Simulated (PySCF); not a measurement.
CH7BOSi, singlet, geometry from GFN2-xTB, with bond 5-3 at 1.8 times its length; CASSCF(8,9)/6-31G in PySCF.

PySCF was given this input:
```python
from pyscf import gto, scf, mcscf
import numpy

mol = gto.Mole()
mol.atom = '''
    B    -0.432957    0.732598    0.971896
    H    -1.334326    0.405677    1.666850
    C     0.298704    2.120156    1.211651
    H     0.704410    2.171652    2.220255
    H    -0.969604    3.605159    1.055675
    H     1.111433    2.297577    0.512441
    O    -0.045924   -0.067488   -0.001365
    Si    0.032554   -1.334342   -0.989738
    H    -0.970310   -2.352954   -0.661869
    H     1.385915   -1.856041   -0.806009
    H    -0.207016   -0.774300   -2.318792
'''
mol.basis = '6-31g'
mol.charge = 0
mol.spin = 0
mol.verbose = 4
mol.build()

mf = scf.RHF(mol)
mf.kernel()
mc = mcscf.CASSCF(mf, 9, 8)
mc.fix_spin_(ss=0.0)
mc.kernel()
occ = numpy.linalg.eigvalsh(mc.fcisolver.make_rdm1(mc.ci, mc.ncas, mc.nelecas))[::-1]
ss = mc.fcisolver.spin_square(mc.ci, mc.ncas, mc.nelecas)[0]
print('natural occupations', occ.round(4), ' <S^2>', round(ss, 4))
```

It wrote (shortened):

```
PySCF version 2.14.0

[INPUT] verbose = 4
[INPUT] num. atoms = 11
[INPUT] num. electrons = 40
[INPUT] charge = 0
[INPUT] spin (= nelec alpha-beta = 2S) = 0
[INPUT] symmetry False subgroup None
[INPUT] Mole.unit = angstrom
[INPUT] Symbol           X                Y                Z      unit          X                Y                Z       unit  Magmom
[...]
nuclear repulsion = 151.437239264514
number of shells = 36
number of NR pGTOs = 140
number of NR cGTOs = 54
basis = 6-31g
ecp = {}

******** <class 'pyscf.scf.hf.RHF'> ********
method = RHF
initial guess = minao
damping factor = 0
level_shift factor = 0
DIIS = <class 'pyscf.scf.diis.CDIIS'>
diis_start_cycle = 1
diis_space = 8
diis_damp = 0
SCF conv_tol = 1e-09
SCF conv_tol_grad = None
SCF max_cycles = 50
direct_scf = True
direct_scf_tol = 1e-13
Set gradient conv threshold to 3.16228e-05
Initial guess from minao.
init E= -430.433605864055
[...]
cycle= 1 E= -430.162371877217  delta_E= 0.271  |g|=  0.5  |ddm|= 2.69
[...]
cycle= 2 E= -430.216271296962  delta_E= -0.0539  |g|= 0.297  |ddm|= 0.644
[...]
cycle= 3 E= -430.233642237964  delta_E= -0.0174  |g|= 0.0538  |ddm|= 0.244
[...]
cycle= 4 E= -430.23492263452  delta_E= -0.00128  |g|= 0.00626  |ddm|= 0.0976
[...]
cycle= 5 E= -430.234955154154  delta_E= -3.25e-05  |g|= 0.00185  |ddm|= 0.0168
[...]
cycle= 6 E= -430.234957584752  delta_E= -2.43e-06  |g|= 0.000655  |ddm|= 0.0044
[...]
cycle= 7 E= -430.234957855165  delta_E= -2.7e-07  |g|= 0.000227  |ddm|= 0.00103
[...]
cycle= 8 E= -430.234957910844  delta_E= -5.57e-08  |g|= 5.99e-05  |ddm|= 0.000567
[...]
cycle= 9 E= -430.234957915708  delta_E= -4.86e-09  |g|= 1.44e-05  |ddm|= 0.00018
[...]
cycle= 10 E= -430.234957915972  delta_E= -2.64e-10  |g|= 3.58e-06  |ddm|= 4.75e-05
[...]
Extra cycle  E= -430.234957915982  delta_E= -1.03e-11  |g|= 1.66e-06  |ddm|= 6.79e-06
converged SCF energy = -430.234957915982

******** <class 'pyscf.mcscf.mc1step.CASSCF'> ********
CAS (4e+4e, 9o), ncore = 16, nvir = 29
max_cycle_macro = 50
max_cycle_micro = 4
conv_tol = 1e-07
conv_tol_grad = None
orbital rotation max_stepsize = 0.02
orbital rotation threshold for CI restart = 0.01
augmented hessian ah_max_cycle = 30
augmented hessian ah_conv_tol = 1e-12
augmented hessian ah_linear dependence = 1e-14
augmented hessian ah_level shift = 1e-08
augmented hessian ah_start_tol = 2.5
augmented hessian ah_start_cycle = 3
augmented hessian ah_grad_trust_region = 3
kf_trust_region = 3
kf_interval = 4
ci_response_space = 4
ci_grad_trust_region = 3
with_dep4 0
natorb = False
canonicalization = True
sorting_mo_energy = False
ao2mo_level = 2
internal_rotation = False
******** <class 'pyscf.fci.addons.SpinPenaltyFCISolver'> ********
max. cycles = 50
conv_tol = 1e-08
davidson only = True
linear dependence = 1e-12
level shift = 0.001
max iter space = 12
nroots = 1
pspace_size = 400
spin = None
CASCI E = -430.274504863517  S^2 = 0.0000000
Set conv_tol_grad to 0.000316228
macro iter   1 ( 21 JK    4 micro), CASSCF E = -430.296394564409  dE = -2.18897009e-02  S^2 = 0.0000000
               |grad[o]|=0.0608  |grad[c]|=0.0273  |ddm|=0.0518  |maxRot[o]|=0.306
macro iter   2 ( 21 JK    4 micro), CASSCF E = -430.303710391447  dE = -7.31582704e-03  S^2 = 0.0000000
               |grad[o]|=0.0223  |grad[c]|=0.0178  |ddm|=0.0168  |maxRot[o]|=0.157
macro iter   3 ( 21 JK    4 micro), CASSCF E = -430.308248137865  dE = -4.53774642e-03  S^2 = 0.0000000
               |grad[o]|=0.0145  |grad[c]|=0.0206  |ddm|=0.0226  |maxRot[o]|=0.157
macro iter   4 ( 21 JK    4 micro), CASSCF E = -430.312146544504  dE = -3.89840664e-03  S^2 = 0.0000000
               |grad[o]|=0.0147  |grad[c]|=0.0211  |ddm|=0.0177  |maxRot[o]|=0.119
macro iter   5 ( 21 JK    4 micro), CASSCF E = -430.314193874548  dE = -2.04733004e-03  S^2 = 0.0000000
               |grad[o]|=0.0135  |grad[c]|=0.00788  |ddm|=0.00442  |maxRot[o]|=0.0661
macro iter   6 ( 17 JK    4 micro), CASSCF E = -430.315878979721  dE = -1.68510517e-03  S^2 = 0.0000000
               |grad[o]|=0.00972  |grad[c]|=0.0179  |ddm|=0.00978  |maxRot[o]|=0.0722
macro iter   7 ( 17 JK    4 micro), CASSCF E = -430.317625142886  dE = -1.74616317e-03  S^2 = 0.0000000
               |grad[o]|=0.007  |grad[c]|=0.0199  |ddm|=0.0385  |maxRot[o]|=0.111
macro iter   8 ( 12 JK    3 micro), CASSCF E = -430.319805197119  dE = -2.18005423e-03  S^2 = 0.0000000
               |grad[o]|=0.00652  |grad[c]|=0.00317  |ddm|=0.0227  |maxRot[o]|=0.149
macro iter   9 ( 12 JK    3 micro), CASSCF E = -430.323304413539  dE = -3.49921642e-03  S^2 = 0.0000000
               |grad[o]|=0.00807  |grad[c]|=0.00278  |ddm|=0.0133  |maxRot[o]|=0.149
macro iter  10 ( 17 JK    4 micro), CASSCF E = -430.328795654682  dE = -5.49124114e-03  S^2 = 0.0000000
               |grad[o]|=0.0109  |grad[c]|=0.0178  |ddm|=0.0202  |maxRot[o]|=0.167
macro iter  11 ( 21 JK    4 micro), CASSCF E = -430.329163628076  dE = -3.67973394e-04  S^2 = 0.0000000
               |grad[o]|=0.00799  |grad[c]|=0.00905  |ddm|=0.00654  |maxRot[o]|=0.0555
macro iter  12 ( 21 JK    4 micro), CASSCF E = -430.329129295532  dE =  3.43325445e-05  S^2 = 0.0000000
               |grad[o]|=0.00734  |grad[c]|=0.00722  |ddm|=0.00328  |maxRot[o]|=0.0388
macro iter  13 ( 21 JK    4 micro), CASSCF E = -430.329994633807  dE = -8.65338276e-04  S^2 = 0.0000000
               |grad[o]|=0.00751  |grad[c]|=0.00223  |ddm|=0.000994  |maxRot[o]|=0.049
macro iter  14 ( 21 JK    4 micro), CASSCF E = -430.330050088934  dE = -5.54551270e-05  S^2 = 0.0000000
               |grad[o]|=0.0052  |grad[c]|=0.00344  |ddm|=0.00127  |maxRot[o]|=0.0489
macro iter  15 ( 21 JK    4 micro), CASSCF E = -430.330031680363  dE =  1.84085712e-05  S^2 = 0.0000000
               |grad[o]|=0.00517  |grad[c]|=0.0048  |ddm|=0.00127  |maxRot[o]|=0.0252
macro iter  16 ( 21 JK    4 micro), CASSCF E = -430.330516458079  dE = -4.84777716e-04  S^2 = 0.0000000
               |grad[o]|=0.0053  |grad[c]|=0.00295  |ddm|=0.000807  |maxRot[o]|=0.0487
macro iter  17 ( 21 JK    4 micro), CASSCF E = -430.331138783305  dE = -6.22325225e-04  S^2 = 0.0000000
               |grad[o]|=0.00354  |grad[c]|=0.00604  |ddm|=0.00265  |maxRot[o]|=0.147
macro iter  18 ( 21 JK    4 micro), CASSCF E = -430.331678138037  dE = -5.39354732e-04  S^2 = 0.0000000
               |grad[o]|=0.0023  |grad[c]|=0.0061  |ddm|=0.00342  |maxRot[o]|=0.138
macro iter  19 ( 17 JK    4 micro), CASSCF E = -430.331712694785  dE = -3.45567477e-05  S^2 = 0.0000000
               |grad[o]|=0.000991  |grad[c]|=0.000471  |ddm|=0.000414  |maxRot[o]|=0.0303
macro iter  20 (  9 JK    2 micro), CASSCF E = -430.331715893550  dE = -3.19876500e-06  S^2 = 0.0000000
               |grad[o]|=0.000375  |grad[c]|=0.000197  |ddm|=8.28e-05  |maxRot[o]|=0.00511
macro iter  21 (  5 JK    1 micro), CASSCF E = -430.331716041906  dE = -1.48356719e-07  S^2 = 0.0000000
               |grad[o]|=8.14e-05  |grad[c]|=0.00013  |ddm|=2.11e-05  |maxRot[o]|=0.00113
macro iter  22 (  1 JK    1 micro), CASSCF E = -430.331716041923  dE = -1.65414349e-11  S^2 = 0.0000000
               |grad[o]|=2.38e-05  |grad[c]|=8.12e-06  |ddm|=    0  |maxRot[o]|=    0
1-step CASSCF converged in  22 macro (380 JK  78 micro) steps
CASSCF canonicalization
Density matrix diagonal elements [1.97790115 1.97999899 1.9790294  1.81912555 0.16085007 0.01293961
 0.02719773 0.01949286 0.02346465]
CASSCF energy = -430.331716041923
CASCI E = -430.331716041923  E(CI) = -10.6581257793097  S^2 = 0.0000000
natural occupations [1.9843 1.9819 1.9754 1.8155 0.1849 0.0236 0.0163 0.015  0.0031]  <S^2> 0.0
```
